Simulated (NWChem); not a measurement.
Species: TiOCl cation; SMILES [O]=[Ti+][Cl]

```xyz
3

Ti     0.3960     0.5988     0.0000
Cl    -0.1225    -1.4650     0.0000
O     -0.9086     1.4170     0.0000
```
Atoms are numbered in this order, from 1.

Computed with NWChem. Pople sets run with spherical d functions. All runs use the structure optimised with PBE0/def2-SVP. The spin multiplicity was typed, not searched, and may not be the lowest. Vzz is the largest principal value of the second derivative of the potential at the nucleus (NWChem prints the opposite sign); η is the asymmetry. Non-relativistic.

```tsv
level	Vzz Ti1 (a.u.)	η Ti1	Vzz Cl2 (a.u.)	η Cl2	Vzz O3 (a.u.)	η O3	relative time
PBE/6-31G*	-1.414	0.60	-1.129	0.01	-0.304	0.74	2
Hartree-Fock/cc-pVTZ	-1.137	0.71	-0.793	0.48	-0.433	0.01	100
Hartree-Fock/6-31G*	-1.477	0.56	-0.789	0.49	-0.392	0.11	1
```

Times are rough ratios from one shared machine.
